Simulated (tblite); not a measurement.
Species: C₅H₁₁BrSi.
Atom-mapped SMILES: `[CH3:1][Si@@H:2]([Br:3])[CH2:4][CH:5]1[CH2:6][CH2:7]1` (hydrogens: H8, H9, H10 on C1; H11 on Si2; H12, H13 on C4; H14 on C5; H15, H16 on C6; H17, H18 on C7)

Computed with GFN2-xTB (tblite), gas phase: L-BFGS steps from a force-field or distance-geometry start until the largest atomic force falls under 0.01 eV/Å.

Step 18: E = -602.5996 eV
```
atom  x, y, z in Å  |  force x, y, z in eV/Å
C1      2.2548    0.8763   -0.3148   -0.005  -0.027   0.007
Si2     1.6490   -0.9114   -0.1931   -0.016   0.002   0.006
Br3     2.1858   -1.6655    1.8452   -0.034   0.035   0.001
C4     -0.2322   -1.0913   -0.4037    0.008   0.011   0.021
C5     -1.0522   -0.2462    0.5439   -0.007  -0.005   0.008
C6     -1.4140    1.1609    0.1801   -0.016  -0.018  -0.007
C7     -2.4659    0.0892    0.1751    0.001   0.057  -0.009
H8      3.3327    0.9263   -0.1862    0.004   0.017   0.011
H9      2.0170    1.3100   -1.2816   -0.005  -0.007   0.002
H10     1.8000    1.4992    0.4513   -0.004   0.013   0.004
H11     2.3642   -1.8213   -1.0837    0.013   0.004  -0.034
H12    -0.5040   -0.8338   -1.4295    0.016  -0.051   0.009
H13    -0.5041   -2.1404   -0.2548   -0.004  -0.002  -0.049
H14    -0.8581   -0.4471    1.5916    0.010   0.004   0.003
H15    -1.0828    1.5467   -0.7744    0.002  -0.014   0.037
H16    -1.4472    1.9071    0.9615    0.013  -0.031  -0.039
H17    -3.2233    0.1034    0.9447    0.035  -0.008  -0.007
H18    -2.8284   -0.2557   -0.7832   -0.010   0.019   0.036
```

Step 19: E = -602.6002 eV
```
atom  x, y, z in Å  |  force x, y, z in eV/Å
C1      2.2533    0.8776   -0.3145   -0.004  -0.033   0.006
Si2     1.6482   -0.9115   -0.1954   -0.036   0.027   0.017
Br3     2.1781   -1.6598    1.8482   -0.033   0.036  -0.018
C4     -0.2342   -1.0928   -0.4065    0.036   0.008   0.025
C5     -1.0520   -0.2476    0.5441   -0.004  -0.025  -0.012
C6     -1.4121    1.1600    0.1795    0.001  -0.028   0.001
C7     -2.4656    0.0903    0.1769    0.004   0.052  -0.008
H8      3.3312    0.9258   -0.1841    0.001   0.021   0.012
H9      2.0182    1.3140   -1.2810   -0.006  -0.017   0.006
H10     1.7981    1.5005    0.4518   -0.001   0.001   0.000
H11     2.3655   -1.8211   -1.0844    0.015   0.002  -0.029
H12    -0.5066   -0.8354   -1.4329    0.016  -0.056   0.036
H13    -0.5017   -2.1436   -0.2572   -0.018   0.022  -0.052
H14    -0.8570   -0.4513    1.5914    0.011   0.014  -0.008
H15    -1.0794    1.5430   -0.7753   -0.001  -0.009   0.031
H16    -1.4419    1.9072    0.9598    0.008  -0.027  -0.033
H17    -3.2210    0.1066    0.9480    0.028  -0.009  -0.004
H18    -2.8298   -0.2556   -0.7802   -0.016   0.020   0.030
```

Step 20: E = -602.6009 eV
```
atom  x, y, z in Å  |  force x, y, z in eV/Å
C1      2.2515    0.8788   -0.3141    0.000  -0.025   0.005
Si2     1.6467   -0.9113   -0.1979   -0.039   0.042   0.020
Br3     2.1685   -1.6525    1.8514   -0.030   0.033  -0.031
C4     -0.2360   -1.0945   -0.4094    0.052  -0.002   0.024
C5     -1.0519   -0.2497    0.5442   -0.001  -0.039  -0.028
C6     -1.4097    1.1584    0.1789    0.026  -0.029   0.009
C7     -2.4651    0.0924    0.1789    0.007   0.022  -0.003
H8      3.3294    0.9256   -0.1813   -0.004   0.021   0.011
H9      2.0195    1.3184   -1.2801   -0.007  -0.027   0.010
H10     1.7960    1.5020    0.4523    0.001  -0.013  -0.006
H11     2.3671   -1.8207   -1.0857    0.009   0.009  -0.015
H12    -0.5094   -0.8383   -1.4361    0.014  -0.050   0.052
H13    -0.4992   -2.1469   -0.2609   -0.030   0.037  -0.045
H14    -0.8556   -0.4560    1.5909    0.010   0.023  -0.017
H15    -1.0755    1.5386   -0.7759    0.001  -0.001   0.009
H16    -1.4356    1.9068    0.9572    0.004  -0.014  -0.013
H17    -3.2179    0.1102    0.9519    0.012  -0.006   0.007
H18    -2.8317   -0.2550   -0.7760   -0.025   0.019   0.011
```

Step 21: E = -602.6016 eV
```
atom  x, y, z in Å  |  force x, y, z in eV/Å
C1      2.2498    0.8796   -0.3135    0.005  -0.008   0.004
Si2     1.6448   -0.9106   -0.2001   -0.021   0.038   0.013
Br3     2.1583   -1.6444    1.8539   -0.023   0.027  -0.034
C4     -0.2370   -1.0963   -0.4117    0.046  -0.014   0.015
C5     -1.0518   -0.2525    0.5438    0.003  -0.038  -0.032
C6     -1.4067    1.1564    0.1784    0.047  -0.021   0.012
C7     -2.4646    0.0948    0.1809    0.007  -0.018   0.004
H8      3.3276    0.9257   -0.1783   -0.006   0.019   0.010
H9      2.0206    1.3222   -1.2790   -0.008  -0.035   0.010
H10     1.7938    1.5032    0.4527    0.001  -0.023  -0.008
H11     2.3688   -1.8199   -1.0871   -0.003   0.022   0.005
H12    -0.5119   -0.8422   -1.4384    0.011  -0.033   0.048
H13    -0.4972   -2.1496   -0.2655   -0.038   0.033  -0.029
H14    -0.8540   -0.4602    1.5901    0.007   0.027  -0.021
H15    -1.0716    1.5341   -0.7762    0.005   0.007  -0.018
H16    -1.4291    1.9062    0.9544    0.003   0.001   0.014
H17    -3.2145    0.1137    0.9559   -0.003  -0.001   0.019
H18    -2.8341   -0.2540   -0.7717   -0.033   0.018  -0.012
```

Q: Estimate the geometry and energy of step 22. (The exact step hangs on the optimiser's Hessian estimate; all steps are aligned on step 21, rigid shifts and turns removed.)

A: E = -602.6023 eV, largest force 0.050 eV/Å
```
atom  x, y, z in Å  |  force x, y, z in eV/Å
C1      2.2483    0.8802   -0.3129    0.010   0.012   0.003
Si2     1.6429   -0.9093   -0.2018    0.007   0.021   0.001
Br3     2.1488   -1.6368    1.8555   -0.015   0.017  -0.027
C4     -0.2371   -1.0980   -0.4134    0.022  -0.023   0.004
C5     -1.0517   -0.2555    0.5430    0.007  -0.023  -0.024
C6     -1.4032    1.1542    0.1781    0.049  -0.008   0.007
C7     -2.4640    0.0966    0.1825    0.006  -0.048   0.007
H8      3.3259    0.9262   -0.1755   -0.004   0.016   0.009
H9      2.0214    1.3247   -1.2779   -0.010  -0.037   0.003
H10     1.7919    1.5038    0.4529   -0.003  -0.026  -0.004
H11     2.3701   -1.8185   -1.0884   -0.014   0.034   0.022
H12    -0.5137   -0.8463   -1.4394    0.009  -0.008   0.026
H13    -0.4963   -2.1513   -0.2701   -0.038   0.010  -0.007
H14    -0.8524   -0.4634    1.5888    0.005   0.024  -0.017
H15    -1.0681    1.5303   -0.7767    0.008   0.010  -0.034
H16    -1.4235    1.9055    0.9521    0.006   0.006   0.032
H17    -3.2113    0.1167    0.9597   -0.009   0.002   0.024
H18    -2.8369   -0.2527   -0.7681   -0.036   0.019  -0.027
```

The energy changes by -0.0006 eV. The first-order estimate −F·Δx gives -0.0009 eV and the mean of the old and new forces, exact on a quadratic surface, -0.0006 eV. The step makes an angle of 74° with the force vector and moves no atom by more than 0.012 Å.

What follows is the cost of the whole relaxation. The run took 0.53 s on an Arm Neoverse V1 with one thread, no GPU, shared host with 32 logical CPUs at a one-minute load of 26.
